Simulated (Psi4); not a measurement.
F4V (SMILES [F][V+]([F])([F])[F]), charge +1, singlet, at a GFN2-xTB geometry (such geometries of metal compounds can be far from the true shape) (the multiplicity is a formal guess); PBE/STO-3G in Psi4 1.11.

Here is a job for Psi4.
```
memory 2 GB

molecule mol {
1 1
  V    -0.000000   -0.000000   -0.000000
  F     1.057870    0.736194   -0.922122
  F     0.755225   -0.971428    0.998671
  F    -0.994290   -0.840294   -0.903700
  F    -0.818805    1.075528    0.827152
}

set basis sto-3g
set reference rks
set scf_type pk
set puream true
set d_convergence 1e-8
set dft_radial_points 99
set dft_spherical_points 590

energy('pbe')
print_variables()
```

What the program printed (banner, timings and long lists left out):

```
   => Loading Basis Set <=

    Name: STO-3G
    Role: ORBITAL
    Keyword: BASIS

         ---------------------------------------------------------
                                   SCF
               by Justin Turney, Rob Parrish, Andy Simmonett
                          and Daniel G. A. Smith
                              RKS Reference
         ---------------------------------------------------------

  ==> Geometry <==

    Molecular point group: c1
    Full point group: C1

    Geometry (in Angstrom), charge = 1, multiplicity = 1:

       Center              X                  Y                   Z               Mass
    ------------   -----------------  -----------------  -----------------  -----------------
         V            0.000000000000    -0.000000000000    -0.000000149667    50.943957040000
         F            1.057870000000     0.736194000000    -0.922122149667    18.998403162730
         F            0.755225000000    -0.971428000000     0.998670850333    18.998403162730
         F           -0.994290000000    -0.840294000000    -0.903700149667    18.998403162730
         F           -0.818805000000     1.075528000000     0.827151850333    18.998403162730

  Running in c1 symmetry.

  Rotational constants: A =      0.13249  B =      0.13249  C =      0.13249 [cm^-1]
  Rotational constants: A =   3972.08848  B =   3972.08721  C =   3972.08646 [MHz]
  Nuclear repulsion =  375.866783675066529

  Charge       = 1
  Multiplicity = 1
  Electrons    = 58
  Nalpha       = 29
  Nbeta        = 29

  ==> Algorithm <==

  SCF Algorithm Type is PK.
  DIIS enabled.
  MOM disabled.
  Fractional occupation disabled.
  Guess Type is SAD.
  Energy threshold   = 1.00e-06
  Density threshold  = 1.00e-08
  Integral threshold = 1.00e-12

  ==> Primary Basis <==

  Basis Set: STO-3G
    Blend: STO-3G
    Number of shells: 20
    Number of basis functions: 38
    Number of Cartesian functions: 39
    Spherical Harmonics?: true
    Max angular momentum: 2

  ==> DFT Potential <==

   => LibXC <=

    Version 7.1.2
    S. Lehtola, C. Steigemann, M. J. T. Oliveira, and M. A. L. Marques,  SoftwareX 7, 1–5 (2018) (10.1016/j.softx.2017.11.002)

   => Composite Functional: PBE <=

    PBE GGA Exchange-Correlation Functional

    J.P. Perdew et. al., Phys. Rev. Lett., 77(18), 3865-3868, 1996

    Deriv               =              1
    GGA                 =           TRUE
    Meta                =          FALSE

    Exchange Hybrid     =          FALSE
[...]
   @RKS iter   4: -1327.37105131342037   -1.47091e-01   8.47703e-04 ADIIS/DIIS
   @RKS iter   5: -1327.37154141083897   -4.90097e-04   1.48957e-04 ADIIS/DIIS
   @RKS iter   6: -1327.37155621306169   -1.48022e-05   1.08296e-05 DIIS
   @RKS iter   7: -1327.37155627619086   -6.31292e-08   4.52345e-06 DIIS
   @RKS iter   8: -1327.37155629216477   -1.59739e-08   1.95014e-07 DIIS
   @RKS iter   9: -1327.37155629219001   -2.52385e-11   1.43581e-09 DIIS
  Energy and wave function converged.

  ==> Post-Iterations <==

   Electrons on quadrature grid:
      Ntotal   =   58.0000035400 ; deviation = 3.540e-06

    Orbital Energies [Eh]
    ---------------------

    Doubly Occupied:

[...]
    Virtual:

[...]
    Final Occupation by Irrep:
              A
    DOCC [    29 ]
    NA   [    29 ]
    NB   [    29 ]

  @RKS Final Energy: -1327.37155629219001

   => Energetics <=

    Nuclear Repulsion Energy =            375.8667836750665288
    One-Electron Energy =               -2562.1377743564403318
    Two-Electron Energy =                 944.8131548393952244
    DFT Exchange-Correlation Energy =     -85.9137204502114002
    Empirical Dispersion Energy =           0.0000000000000000
    VV10 Nonlocal Energy =                  0.0000000000000000
    Total Energy =                      -1327.3715562921900073

Computation Completed

Properties will be evaluated at   0.000000,   0.000000,   0.000000 [a0]

Properties computed using the SCF density matrix

 Multipole Moments:

 ------------------------------------------------------------------------------------
     Multipole            Electronic (a.u.)      Nuclear  (a.u.)        Total (a.u.)
 ------------------------------------------------------------------------------------

 L = 1.  Multiply by 2.5417464519 to convert [e a0] to [Debye]
 Dipole X            :          0.0000004            0.0000000            0.0000004
 Dipole Y            :          0.0000008            0.0000000            0.0000008
 Dipole Z            :         -0.0000021            0.0000003           -0.0000018
 Magnitude           :                                                    0.0000020

 ------------------------------------------------------------------------------------

  Variable Map:
  ----------------------------------------------------------------------------
[...]
  Array Variable Map:
  ----------------------------------------------------------------------------
[...]
[...]
```
